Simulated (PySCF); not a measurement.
Molecule: SMILES c1c(O[SiH3])[nH]cn1, C3H6N2OSi.

Cartesian coordinates in Å; atom numbers follow the order of the lines, from 1:
```xyz
13

Si    2.414   -0.012    0.405
O     0.936   -0.706    0.365
C    -0.260   -0.181    0.090
C    -0.689    1.071   -0.248
N    -2.040    1.060   -0.421
C    -2.426   -0.160   -0.197
N    -1.379   -0.970    0.123
H     3.176   -1.195    0.771
H     2.757    0.534   -0.908
H     2.452    1.053    1.406
H    -0.113    1.965   -0.375
H    -3.438   -0.507   -0.250
H    -1.394   -1.952    0.342
```

Frames of a GFN2-xTB Langevin trajectory at 400 K; GIAO PBE0/pcSseg-1 shieldings in PySCF 2.14, gas phase, non-relativistic; equivalent atoms averaged within each frame.

References, each an isolated molecule treated in the same way: 29Si (349.16 ppm) and 13C (186.93 ppm) and 1H (31.72 ppm) vs TMS; H2O for 17O (336.08 ppm); NH3 for 15N (267.73 ppm). The references are static minima.

Problem. How do the shifts (ppm) fluctuate along the trajectory?

Solution. 
```tsv
time (fs)	Si1	O2	C3	C6	C4	N5	N7	H12	H13	H11
optimised geometry	-35.8	63.9	148.9	128.5	109.2	301.0	174.6	6.99	7.89	6.46
250	-36.9	72.0	154.3	135.8	106.2	323.2	185.7	8.09	8.08	7.32
425	-40.7	53.2	157.5	122.9	106.8	286.8	184.3	6.52	7.95	6.23
625	-28.5	65.7	150.2	128.1	96.3	291.9	191.8	7.57	7.87	5.25
800	-41.5	65.4	151.4	128.8	110.4	297.6	182.4	6.02	9.14	6.87
1000	-28.0	54.3	151.6	135.7	122.0	324.0	171.4	8.59	6.85	7.10
mean of frames	-35.1	62.1	153.0	130.3	108.3	304.7	183.1	7.36	7.98	6.55
standard deviation	6.5	8.1	2.9	5.5	9.3	17.7	7.4	1.07	0.81	0.84
```

5 frames give an uncertainty of the mean of about the standard deviation over 2.2 at best, since frames this close in time may not be independent; classical motion lacks zero-point vibration, and the reference would need the same averaging.
